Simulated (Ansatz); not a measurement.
C₃H₁₁InO, SMILES `[CH3][In-]([CH3])([CH3])[OH2+]`, one more setting.

```yaml
crystal:
  periodic: [false, false, false]
  atoms:
    - {symbol: C, position_ang: [-1.307995, 1.306565, -0.941369]}
    - {symbol: In, position_ang: [0.189297, -0.100848, -0.449568]}
    - {symbol: C, position_ang: [1.871137, 0.435365, 0.143707]}
    - {symbol: C, position_ang: [-0.064910, -2.168389, -0.171476]}
    - {symbol: O, position_ang: [-0.402234, 0.601533, 1.900069]}
    - {symbol: H, position_ang: [-2.055154, 1.497215, -0.819839]}
    - {symbol: H, position_ang: [-0.794035, 2.429734, -0.829975]}
    - {symbol: H, position_ang: [-1.352863, 1.435082, -2.239104]}
    - {symbol: H, position_ang: [2.201610, 1.595222, 0.406540]}
    - {symbol: H, position_ang: [2.342885, 0.205787, -0.799130]}
    - {symbol: H, position_ang: [2.571093, -0.200162, 0.943345]}
    - {symbol: H, position_ang: [-1.623119, -2.363646, -0.212566]}
    - {symbol: H, position_ang: [0.220088, -2.981152, 0.088556]}
    - {symbol: H, position_ang: [-0.355575, -2.657164, -1.254357]}
    - {symbol: H, position_ang: [0.146256, 0.682518, 2.628030]}
    - {symbol: H, position_ang: [-0.897765, 0.724210, 2.061899]}
basis:
  gaussian: {orbitals: def2-SVPD}
hamiltonian: {xc: {name: SPW92}}
output: {forces: true}
```

```sh
$ ansatz run in.yaml --threads 4 --pin off --events-out ev --progress --plain --max-ram 11315MiB
```

Shortened log:

```
Functional definition: SPW92
1749 factors; their error is unknown
mean field evaluation 1: about -10386.7913 eV, gradient 1.3e2 eV
mean field evaluation 2: about -10279.7313 eV, gradient 2.3e2 eV
mean field evaluation 4: about -10424.8213 eV, gradient 2.3e1 eV
mean field evaluation 8: about -10425.9879 eV, gradient 2.3e-1 eV
mean field evaluation 16: about -10425.9195 eV, gradient 5.0e-4 eV
mean field -10425.91954469 eV, -383.1454763254 hartree, gradient 2.8e-5 eV, S^2 0.000000; 0 other end points of the search recorded, 0 dependent functions left out
reference -10425.91961851 eV, -383.1454790379 hartree; 29, 29 occupied and 174, 174 virtual orbitals, 1749 factors
Total energy: -10425.91961851 eV, -383.1454790379 hartree
Atom 0 at    -1.307995     1.306565    -0.941369 Å, force    29.212374    -2.811756    -9.394916 eV/Å
Atom 1 at     0.189297    -0.100848    -0.449568 Å, force    -5.918799    -1.463964     0.474751 eV/Å
Atom 2 at     1.871137     0.435365     0.143707 Å, force     7.855461     3.199672     4.328503 eV/Å
Atom 3 at    -0.064910    -2.168389    -0.171476 Å, force    -9.802067     8.668954    -7.588926 eV/Å
Atom 4 at    -0.402234     0.601533     1.900069 Å, force   121.955826   -30.578300   -41.471175 eV/Å
Atom 5 at    -2.055154     1.497215    -0.819839 Å, force   -28.568986     5.906642     5.566810 eV/Å
Atom 6 at    -0.794035     2.429734    -0.829975 Å, force    -0.699107    -2.517589     0.157479 eV/Å
Atom 7 at    -1.352863     1.435082    -2.239104 Å, force     0.280821    -0.687745     3.029476 eV/Å
Atom 8 at     2.201610     1.595222     0.406540 Å, force    -0.990054    -2.500037    -0.814509 eV/Å
Atom 9 at     2.342885     0.205787    -0.799130 Å, force     1.633026     0.083699    -1.001287 eV/Å
Atom 10 at     2.571093    -0.200162     0.943345 Å, force    -1.969064     1.142534    -1.809866 eV/Å
Atom 11 at    -1.623119    -2.363646    -0.212566 Å, force     3.739632     0.543209     0.896342 eV/Å
Atom 12 at     0.220088    -2.981152     0.088556 Å, force     4.529276   -10.875801     5.092472 eV/Å
Atom 13 at    -0.355575    -2.657164    -1.254357 Å, force     0.953919     1.348202     0.956472 eV/Å
Atom 14 at     0.146256     0.682518     2.628030 Å, force     2.551873     0.020152     2.084224 eV/Å
Atom 15 at    -0.897765     0.724210     2.061899 Å, force  -124.764131    30.522128    39.494149 eV/Å
Dipole moment:     0.061187     0.238415     0.335773 e Å
```

Hardware: 4 threads of an Arm Neoverse V2 on a shared host. Wall time 1.7 s, peak host memory 0.28 GiB.
